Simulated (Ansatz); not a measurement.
Input file for Ansatz (a first-principles code): R-r2SCAN/def2-TZVPPD on CH4O2Se (a complex). Files ending in .json are basis or fitting sets from the Basis Set Exchange.

Ansatz 0.2 input:
```yaml
crystal:
  periodic: [false, false, false]
  atoms:
    - {symbol: O, position_ang: [1.06929457, -0.99983719, 0.84770382]}
    - {symbol: C, position_ang: [0.46778350, -0.55171561, -0.09122250]}
    - {symbol: O, position_ang: [-0.59998483, 0.24657967, -0.02902505]}
    - {symbol: H, position_ang: [0.72738013, -0.74760930, -1.14021879]}
    - {symbol: H, position_ang: [-0.82289129, 0.41491516, 0.91342077]}
    - {symbol: Se, position_ang: [-1.00958273, 0.53385532, 3.41710959]}
    - {symbol: H, position_ang: [0.12604318, -0.35647416, 3.12627285]}
    - {symbol: H, position_ang: [-1.94009157, -0.60440130, 3.46027547]}
basis:
  gaussian:
    orbitals: def2-TZVPPD.json
hamiltonian:
  xc: {name: r2SCAN}
scf: {lower_state_search: off}
```

### Question
Give the final energy of this run.

### Answer
-2592.4984 hartree.

### Question
How many basis functions does it have, and what does it roughly cost on one machine?

### Answer
242 functions; roughly 6 core-seconds.
